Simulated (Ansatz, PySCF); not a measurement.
The pair A = C2H2 (SMILES C#C) (first 4 atoms), B = CH3Br (SMILES CBr); geometry from B3LYP-D3(BJ)/def2-TZVP.
(charge 0, multiplicity 1):
| atom | x (Å) | y (Å) | z (Å) |
|---|---|---|---|
| C | -0.0481 | 0.4930 | 0.1742 |
| C | -0.0073 | -0.2667 | -0.7506 |
| H | -0.0861 | 1.1527 | 1.0091 |
| H | 0.0299 | -0.9323 | -1.5782 |
| C | -0.4002 | -1.2031 | 3.3590 |
| Br | -0.3503 | 0.6766 | 3.9135 |
| H | -0.3032 | -1.2260 | 2.2790 |
| H | -1.3518 | -1.6105 | 3.6811 |
| H | 0.4294 | -1.7057 | 3.8433 |

Correlated levels freeze the cores. Filled d and f shells under p-block atoms count as core. CBS(a, b) extrapolates the correlation energy as X⁻³ and adds the Hartree–Fock energy of set b. MP2 and its Hartree–Fock in aug-cc-pVTZ are density fitted.

Run with Ansatz (a quantum-chemistry and plane-wave program); PySCF for the dispersion terms. 

The monomers are drawn apart, rigid, along the line of their centres of mass. Counterpoise-corrected interaction energies (kcal/mol):

```json
[
 {"level": "PBE/def2-TZVPPD", "R = 5.224 Å": "-0.7929", "R = 6.316 Å": "-0.2637"},
 {"level": "PBE-D3(BJ)/def2-TZVPPD", "R = 5.224 Å": "-1.1859", "R = 6.316 Å": "-0.3876"},
 {"level": "wB97M-V/def2-TZVPPD", "R = 5.224 Å": "-0.9902", "R = 6.316 Å": "-0.3572"},
 {"level": "MP2/CBS(aug-cc-pVDZ, aug-cc-pVTZ) + ΔCCSD(T)/aug-cc-pVDZ", "R = 5.224 Å": "-1.0095", "R = 6.316 Å": "-0.3509"}
]
```

Problem. R is the distance of the centres of mass. Find the local exponent m of E ∝ R⁻ᵐ between the two points.

Solution. 
m = ln(E₁/E₂)/ln(R₂/R₁): PBE/def2-TZVPPD 5.8; PBE-D3(BJ)/def2-TZVPPD 5.9; wB97M-V/def2-TZVPPD 5.4; MP2/CBS(aug-cc-pVDZ, aug-cc-pVTZ) + ΔCCSD(T)/aug-cc-pVDZ 5.6. For scale, two fixed dipoles give m = 3, dipole and quadrupole 4, quadrupoles 5, and dispersion or dipole-induced dipole 6 at long range; at these distances several terms mix, and what is left of overlap and damping shifts m, so it need not match one of them.
